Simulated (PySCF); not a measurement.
Frontier orbitals and the lowest excitations

Compound: C4H5FO2.
Numbering: `[CH3:1][C:2](=[O:3])[O:4]/[CH:5]=[CH:6]\[F:7]` (hydrogens: H8, H9, H10 on C1; H11 on C5; H12 on C6)

Level of theory: TDDFT PBE0/def2-SVPD, vertical, gas phase, core orbitals frozen in the response in PySCF 2.14.0, density-fitted response routines. Isolated species at its GFN2-xTB geometry (one conformer only). Torsions of this conformer, `[CH3:1][C:2](=[O:3])[O:4]/[CH:5]=[CH:6]\[F:7]`: C1–C2–O4–C5 180°, C2–O4–C5–C6 180°.

Kohn–Sham orbitals with the atoms that hold most of them (Löwdin shares over 4%, at most four atoms; ? is withheld):

```
orbital  ε (eV)                            atoms
 LUMO+2    0.86   C5 25%, C6 20%, O4 15%, O3 11%
 LUMO+1    0.52   C1 17%, C2 17%, C6 14%, C5 13%
   LUMO   -0.59                                ?
   HOMO       ?   C6 31%, C5 28%, O4 17%, F7 13%
 HOMO-1   -8.59                                ?
 HOMO-2  -10.41    O3 49%, C2 16%, O4 14%, C5 6%
 HOMO-3  -10.87  O4 42%, C5 18%, O3 11%, H11 10%
```

(1) Give the leading atoms of the LUMO.

(2) Give the leading atoms of the HOMO-1.

(3) What is the HOMO energy, and the HOMO–LUMO gap?

Results:

(1) C2 (bonded to C and 2 O) 29%; O3 (bonded to C) 22%; C6 (bonded to C, F and H) 14%; C5 (bonded to C, O and H) 10%. By element: carbon 53% or more, oxygen 22% or more.

(2) O3 (bonded to C) 68%; O4 (bonded to 2 C) 9%; C1 (bonded to C and 3 H) 9%; C2 (bonded to C and 2 O) 9%. By element: oxygen 76%, carbon 18% or more.

(3) ε(HOMO) = -7.42 eV; the gap is 6.83 eV (0.2512 hartree).

Problem. How does S1 compare with the orbital gap of 6.83 eV?

Solution. S1 is at 5.84 eV (f = 0.0010), 0.99 eV below the gap, made of HOMO-1→LUMO (92%). Its leading pair isn't HOMO and LUMO; the energies of that pair differ by 8.00 eV. Without the coupling terms of the response equations the lowest excitation would equal the gap.

Problem. Give energy, strength and leading configuration of S1, S2 and S3, and follow the Löwdin shares of the leading atoms from the occupied to the empty orbital.

Solution. 
- S1 (5.84 eV, f 0.0010), HOMO-1→LUMO (92%): O3 68% → 22%, O4 9% → at most 10%, C2 9% → 29%
- S2 (6.11 eV, f 0.276), HOMO→LUMO (94%): C6 31% → 14%, C5 28% → 10%, C2 at most 12% → 29%, O3 at most 12% → 22%
- S3 (6.67 eV, f 0.023), HOMO→LUMO+1 (86%): C6 31% → 14%, C5 28% → 13%, C1 at most 12% → 17%, C2 at most 12% → 17%
